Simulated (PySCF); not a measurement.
Excitation energy of Tc(2+) by level of theory

Tc(2+) [Kr] 4d5 (6S) → Tc(2+) [Kr] 4d4 5p1 (high-spin determinant), as a difference of total energies. Computed with PySCF 2.14 in ANO-RCC-VTZP, with scalar relativity by spin-free X2C-1e. Correlated levels: valence: [Kr] frozen; valence and next inner shell: [Ar] 3d10 frozen. The calculations carry no spin-orbit coupling.

| method | excitation energy (cm⁻¹) |
| --- | --- |
| UHF | 90738 |
| LDA | 89212 |
| PBE | 89188 |
| PBE0 | 91061 |
| r2SCAN | 91459 |
| M06-2X | 90641 |
| M06 | 91629 |
| B97-3 | 90891 |
| MP2 (valence) | 93254 |
| SCS-MP2 (valence) | 91576 |
| MP2 (valence and next inner shell) | 93711 |
| SCS-MP2 (valence and next inner shell) | 92560 |

A first-order spin-orbit estimate (lowest level to lowest level, LS coupling) adds -0.287 eV.

The basis was made for the ground configuration and has no added diffuse functions, so the excitation energy can come out too high.

The determinant of the upper state mixes LS terms, which raises its energy above the lowest term, most at the Hartree-Fock and MP2 levels.
